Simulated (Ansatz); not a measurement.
`C[Si](C)(F)[GaH2]`. Total charge 0; spin multiplicity 1. Correlated methods include outer-core shells of Ga, which these sets cover unevenly. Scalar relativity is left out up to krypton.

```xyz
13

C     0.544    1.521   -0.753
Si   -0.268    0.242    0.341
C     1.035   -0.749    1.242
F    -1.105    1.049    1.465
Ga   -1.772   -1.188   -0.916
H     1.215    2.153   -0.163
H    -0.192    2.167   -1.236
H     1.135    1.036   -1.535
H     1.697   -0.083    1.803
H     0.591   -1.456    1.946
H     1.645   -1.316    0.533
H    -1.206   -2.083   -2.088
H    -3.318   -1.292   -0.639
```

Q: Give the diagnostics of a CCSD(T)/def2-TZVPP run (frozen core, Ansatz). (Estimate.)

A: Computed: T1 = 0.0120, largest single amplitude 0.016, largest double 0.030, (T) share of the correlation energy 3.5 %, 9 CCSD cycles. The RHF solution is stable towards an unrestricted one. T1 lies under the customary mark of 0.02 for closed shells.
